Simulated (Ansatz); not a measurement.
Total energies of C2H7ClSSi, SMILES `CS[SiH](C)Cl`.

Z-matrix (Å, degrees):
```
C
S 1 1.816
H 1 1.089 2 106.7
H 1 1.090 2 111.0 3 118.7
H 1 1.089 2 110.6 3 -118.7
Si 2 2.114 1 99.7 3 -178.0
Cl 6 2.069 2 110.8 1 -61.1
C 6 1.853 2 108.6 1 178.4
H 6 1.484 2 109.9 1 54.1
H 8 1.092 6 110.1 2 179.1
H 8 1.093 6 110.3 2 -61.0
H 8 1.092 6 110.5 2 59.3
```

Charge 0, multiplicity 1. Geometry: relaxed with PBE0-D4/def2-TZVP. It is one conformer, not always the lowest. Basis def2-TZVPP, Ansatz.

RPA on PBE orbitals: Hartree–Fock energy of these orbitals -1225.87963 Eh, correlation -1.44040 Eh (frozen core).

| functional | energy without D4 (Eh) | D4 term (kJ/mol) |
| --- | --- | --- |
| LDA (SPW92) | -1223.68299 | – |
| PBE | -1227.84556 | -31.5 |
| revPBE | -1228.22744 | -87.8 |
| BLYP | -1228.40644 | -68.1 |
| r2SCAN | -1228.34140 | -7.7 |
| B97M-V | -1228.18504 | – |
| PBE0 | -1227.96285 | -26.9 |
| B3LYP | -1228.53087 | -51.1 |
| r2SCANh | -1228.33458 | -8.3 |
| r2SCAN0 | -1228.32545 | -9.2 |
| HSE06 (plane-wave form) | -1227.93595 | -25.3 |
| BHLYP | -1228.41899 | -41.1 |
| CAM-B3LYP | -1228.45317 | -27.7 |
| LC-ωPBE | -1228.09737 | – |
| ωB97X-V | -1228.27951 | – |
| ωB97M-V | -1228.35834 | – |
| B2PLYP | -1228.01646 | – |
| PBE-QIDH | -1227.70154 | – |

B3LYP takes the VWN-RPA correlation (the form of Gaussian; ORCA's B3LYP/G). HSE06 is the plane-wave form, built on full-range PBE exchange. The double hybrids freeze the cores in their second-order part.

LC-ωPBE has ω = 0.4 bohr⁻¹.
